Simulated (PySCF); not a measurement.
# Broadened absorption spectrum of C4H12SSi

Compound: C₄H₁₂SSi.
Bonds: C1–C2, C2–C3, C2–C4, C4–S5, S5–Si6. Hydrogens: H7, H8, H9 on C1; H10 on C2; H11, H12, H13 on C3; H14, H15 on C4; H16, H17, H18 on Si6.

Computed, not measured: TDDFT PBE0/def2-SVPD, vertical, gas phase, core orbitals frozen in the response in PySCF 2.14.0, density-fitted response routines. The structure is a single GFN2-xTB conformer in the gas phase; no vibrational or solvent corrections. Torsions of this conformer, `[CH3:1][CH:2]([CH3:3])[CH2:4][S:5][SiH3:6]`: C1–C2–C4–S5 73°, C2–C4–S5–Si6 -94°.

Broadening: Gaussians 0.3 eV wide at half height, area fixed by f = 4.319×10⁻⁹ ∫ε dν̃. The width is an assumption, not a result. The curve ends short of the highest state used, and states not computed would add to its high-energy end.

| λ (nm) | ε (L mol⁻¹ cm⁻¹) |
| --- | --- |
| 193.8 | 210 |
| 195.6 | 202 |
| 197.3 | 170 |
| 199.0 | 123 |
| 200.7 | 75 |
| 202.5 | 38 |
| 204.2 | 18 |
| 205.9 | 11 |
| 207.6 | 16 |
| 209.4 | 44 |
| 211.1 | 104 |
| 212.8 | 216 |
| 214.6 | 405 |
| 216.3 | 640 |
| 218.0 | 893 |
| 219.7 | 1107 |
| 221.5 | 1230 |
| 223.2 | 1217 |
| 224.9 | 1089 |
| 226.6 | 885 |
| 228.4 | 643 |
| 230.1 | 435 |
| 231.8 | 270 |
| 233.6 | 150 |
| 235.3 | 79 |
| 237.0 | 39 |
| 238.7 | 18 |
| 240.5 | 7 |
| 242.2 | 3 |
| 243.9 | 1 |

Task: Locate the maxima and give the states behind the curve.

Result: 222 nm (5.58 eV), ε about 1200, made up of S1 (35%) and S2 (65%); 194 nm (6.40 eV), ε about 210, made up of S3 (89%) and S4 (11%) (ε in L mol⁻¹ cm⁻¹; maxima over ε = 5, shares over 10%). The states used: S1 5.53 eV (f 0.0051); S2 5.61 eV (f 0.0092); S3 6.35 eV (f 0.0022); S4 6.72 eV (f 0.0065); S5 6.95 eV (f 0.0084); S6 7.00 eV (f 0.014).

Task: Coming from long wavelengths, where does ε first pass 100 L mol⁻¹ cm⁻¹?

Result: At about 235 nm (5.28 eV), 0.25 eV below S1.

Task: What would ε be at 5.58 eV, the highest of these maxima, with half the width (0.15 eV)?

Result: About 2230 L mol⁻¹ cm⁻¹ against 1240, a factor of about 1.8; a lone state at its own centre would give exactly 2.

Task: On this curve, what absorbance would a 10⁻⁴ mol/L sample give at 222 nm over a 1 cm path?

Result: 222 nm is 5.585 eV, where ε is about 1200 L mol⁻¹ cm⁻¹, so A = ε c l ≈ 0.12 (Beer–Lambert, with the gas-phase spectrum and the assumed width).
